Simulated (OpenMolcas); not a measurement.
# Ni4+: CASPT2 settings compared

| Quantity | Value |
| --- | --- |
| Program | OpenMolcas 26.06 |
| Basis | ANO-R2 [6s5p4d2f1g] |
| Scalar Hamiltonian | X2C, finite nucleus |
| Active space | 6 electrons in 5 orbitals (3d) |
| State averaging | 2S+1 = 5 even, 5 roots; 2S+1 = 3 even, 42 roots kept (CI in the orbitals of an earlier block); 2S+1 = 1 even, 35 roots kept (CI in the orbitals of an earlier block) |
| Spin-orbit coupling | RASSI with atomic mean-field integrals over the reference wave functions, term energies averaged over their components |

Methods on the same reference wave functions:
A. CASSCF
B. SS-CASPT2, IPEA 0.75 Eh, real shift 0.1 Eh (closed shells correlated: 3s 3p)
C. SS-CASPT2, IPEA 0.3 Eh, real shift 0.4 Eh (closed shells correlated: none)
D. MS-CASPT2, IPEA 0.3 Eh, real shift 0.4 Eh (closed shells correlated: none)
E. MS-CASPT2, IPEA 0.75 Eh, real shift 0.1 Eh (closed shells correlated: 3s 3p)
F. XMS-CASPT2, IPEA 0.15 Eh, imaginary shift 0.1 Eh (closed shells correlated: 2s 2p 3s 3p)

Energies in cm⁻¹ above 3d⁶ ⁵D₄, the measured ground level; measured values from Corliss and Sugar, J. Phys. Chem. Ref. Data 10, 197 (1981).

| Level | A | B | C | D | E | F | Measured |
| --- | --- | --- | --- | --- | --- | --- | --- |
| 3d⁶ ⁵D₄ | 0.0 | 0.0 | 0.0 | 0.0 | 0.0 | 0.0 | 0.0 |
| 3d⁶ ⁵D₃ | 846 | 849 | 847 | 848 | 849 | 849 | 890 |
| 3d⁶ ⁵D₂ | 1436 | 1435 | 1436 | 1436 | 1435 | 1435 | 1490 |
| 3d⁶ ⁵D₁ | 1817 | 1811 | 1814 | 1815 | 1812 | 1811 | 1872 |
| 3d⁶ ⁵D₀ | 2004 | 1996 | 2000 | 2000 | 1996 | 1995 | 2058 |
| 3d⁶ ³H₆ | 29686 | 28750 | 29510 | 29510 | 28750 | 28810 | 27111 |
| 3d⁶ ³H₅ | 30108 | 29140 | 29900 | 29900 | 29140 | 29190 | 27578 |
| 3d⁶ ³H₄ | 30409 | 29390 | 30160 | 30160 | 29390 | 29420 | 27859 |
| 3d⁶ ³P₂ | 32355 | 27870 | 29800 | 29800 | 27870 | 27360 | 26153 |
| 3d⁶ ³F₄(1) | 33942 | 30960 | 32040 | 32030 | 30950 | 30580 | 29124 |
| 3d⁶ ³F₃(1) | 34431 | 31400 | 32490 | 32490 | 31390 | 30980 | 29571 |
| 3d⁶ ³F₂(1) | 34802 | 31720 | 32840 | 32850 | 31730 | 31300 | 29899 |
| 3d⁶ ³P₁ | 34845 | 30370 | 32300 | 32300 | 30370 | 29860 | 28698 |
| 3d⁶ ³P₀ | 35826 | 31350 | 33250 | 33250 | 31350 | 30840 | 29640 |
| 3d⁶ ³G₅ | 37493 | 35000 | 35920 | 35920 | 35000 | 34870 | 33256 |
| 3d⁶ ³G₄ | 38339 | 35800 | 36740 | 36740 | 35810 | 35650 | 34062 |
| 3d⁶ ³G₃ | 38641 | 36080 | 37020 | 37020 | 36090 | 35930 | 34416 |
| 3d⁶ ¹I₆ | 44859 | 43160 | 44590 | 44590 | 43160 | 43680 | 41252 |
| 3d⁶ ¹G₄ | 47495 | 44460 | 45190 | 45190 | 44460 | 44420 | 42208 |
| 3d⁶ ³D₁ | 48453 | 43610 | 44780 | 44780 | 43610 | 43410 |  |
| 3d⁶ ³D₂ | 48493 | 43610 | 44820 | 44820 | 43610 | 43400 |  |
| 3d⁶ ³D₃ | 48713 | 43860 | 45030 | 45030 | 43860 | 43660 | 41920 |
| 3d⁶ ¹S₀ | 55209 | 50450 | 50400 | 50410 | 50450 | 50110 | 47700 |
| 3d⁶ ¹D₂ | 58914 | 51060 | 55360 | 55360 | 51060 | 50540 | 48607 |

Deviations, from unrounded energies. A percentage is the sum of absolute deviations over the sum of measured energies, with the sign that they share, or ± where signs differ.

```tsv
Against measurement	Levels	A	B	C	D	E	F
mean absolute deviation (cm-1)	21	4200	1500	2600	2600	1500	1400
fine structure of the ground term (%)	4	-3.3	-3.5	-3.3	-3.3	-3.4	-3.5
other terms of the ground configuration (%)	17	+15.0	+5.5	+9.2	+9.2	+5.5	+4.9
```

F lies closest to measurement on these levels and A furthest from it. The largest miss of F in the table is 3d⁶ ¹I₆, by +2400 cm-1. The ranking rests on the paired levels alone, and a cruder setting can come out closer through cancelling errors.

Among B to F the level of the table that moves most is 3d⁶ ¹D₂, by 4800 cm-1 (lowest in F, highest in C). Moves below CASPT2's spread within the term are not significant.

The mean deviations of B to F differ by less than CASPT2's widest spread within a term (2000 cm-1), so their order carries little weight.

From A to B the spin-free energies of the other terms of 3d⁶ shown, above ⁵D, scale by factors of 0.86 to 0.97, as is usual when dynamic correlation screens the repulsion within a d or f shell.

The lowest spin-free term lies below A's lowest term by 0.455 hartree in B, 0.126 hartree in C, 0.126 hartree in D, 0.455 hartree in E, 0.557 hartree in F.

CASPT2 does not keep the components of a term degenerate, so their means are used; among the terms shown or strongly mixed into the levels shown the widest spread is 2000 cm-1 (3d⁶ ¹I, E). Terms from blocks run as CI alone lack orbitals of their own. The CASPT2 spread within a term exceeds the gap to the next term for 3d⁶ ³P and 3d⁶ ³H, so the order of their levels is uncertain (figures for B; the like holds for D, E, F). Without dynamic correlation excited terms often stand tens of per cent too high (terms of higher spin than the ground term too low), and those without a measured partner can miss by more than the paired ones (holds for A). Some levels mix across a computed gap that differs much from the measured one, so their mixing is not that of the real levels (holds for C; D). Computed and measured levels are paired by configuration, term and J; levels that our copy of the source lacks, or whose pairing is in doubt (as where it misses far off the trend of its configuration), stay unpaired and out of the deviations. Levels of configurations outside the active space are missing. Levels that lie high or do not pair safely by name in every column are left out.

A number in round brackets counts repeated terms of one configuration in the order of the reference energies.
